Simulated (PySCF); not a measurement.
**Potential energy of NbSi along the bond**

Set-up: basis Nb def2-TZVPP with ECP28, Si def2-TZVPP; scalar-relativistic core potentials; PySCF 2.14. Energies in eV from Nb (4d4 5s1) + Si in their ground configurations at the same level. State: ⁶Σ⁺ (sextet), unpaired electrons σ ↑, π ↑↑, δ ↑↑.

| R (Å) | PBE |
| --- | --- |
| 2.099 | -2.020 |
| 2.197 | -2.620 |
| 2.295 | -2.965 |
| 2.368 | -3.098 |
| 2.441 | -3.149 |
| 2.514 | -3.138 |
| 2.612 | -3.050 |
| 2.734 | -2.862 |
| 2.880 | -2.570 |
| 3.076 | -2.138 |

Task: Put a parabola through the three lowest points of the PBE curve and estimate Re, k and ωe (reduced mass 21.5 u; 1 eV/Å² = 0.16022 mdyn/Å; ωe = 1302.8·√(k/μ) cm⁻¹).

Result: Through R = 2.368, 2.441, 2.514 Å the second-order coefficient is 5.82 eV/Å², so Re ≈ 2.465 Å, k ≈ 1.86 mdyn/Å and ωe ≈ 384 cm⁻¹. A polynomial fit of higher order to the unrounded PBE energies gives Re = 2.462 Å, k = 1.74 mdyn/Å, ωe = 370 cm⁻¹; anharmonicity and rounding make the difference.

The higher-order fit for each curve: PBE: Re = 2.462 Å, ωe = 370 cm⁻¹, De = 3.15 eV.

The metal atom is held in its measured ground configuration; semilocal functionals can put another filling of s and d lower by some tenths of an eV, and De to that atom would be smaller. These are scalar-relativistic numbers at best; spin–orbit coupling would shift them, the dissociation energy most. With d or f electrons several states lie close, and the lowest PBE0 determinant need not be the measured ground state.
